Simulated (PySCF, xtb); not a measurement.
C3H8O2. Atoms are numbered in the order given.

```xyz
13

C      1.8257     0.1454     0.3725
C      0.4359     0.2827    -0.2117
O     -0.3026     1.3250     0.4054
C     -0.3862    -0.9971    -0.1386
O     -1.6773    -0.7799    -0.6152
H      2.3648     1.1016     0.3129
H      1.7785    -0.1581     1.4326
H      2.4105    -0.6166    -0.1646
H      0.5026     0.5791    -1.2721
H     -0.2565     1.1886     1.3600
H      0.0836    -1.7922    -0.7412
H     -0.3855    -1.3539     0.9176
H     -1.9120     0.1050    -0.2998
```
Charge 0, spin multiplicity 1.

Coordinates come from a PBE0-D3(BJ)/def2-SVP optimisation. Other conformers were not sampled.

The numbers are results of C-PCM-M06-2X/def2-SVP in PySCF, not measurements.

The values are the electrostatic part of the solvation free energy, E(continuum) − E(gas) at the gas-phase geometry, in a cavity of scaled van der Waals radii (PySCF's table); cavitation and dispersion terms are not included. In vacuum the orbital gap is 11.11 eV. The dipole moment in vacuum is 2.56 D.

Computed values in water (ε = 78.36), chloroform (ε = 4.71), acetone (ε = 20.49):
```json
[
 {"solvent": "water", "ε": "78.36", "ΔG(elec) (kcal/mol)": "-7.0", "dipole (D)": "3.14", "gap (eV)": "11.64"},
 {"solvent": "chloroform", "ε": "4.71", "ΔG(elec) (kcal/mol)": "-5.5", "dipole (D)": "3.00", "gap (eV)": "11.53"},
 {"solvent": "acetone", "ε": "20.49", "ΔG(elec) (kcal/mol)": "-6.8", "dipole (D)": "3.12", "gap (eV)": "11.62"}
]
```

For comparison, GFN2-xTB/ALPB(water) (xtb, at the GFN2-xTB geometry, all terms of that model) gives -7.1 kcal/mol.
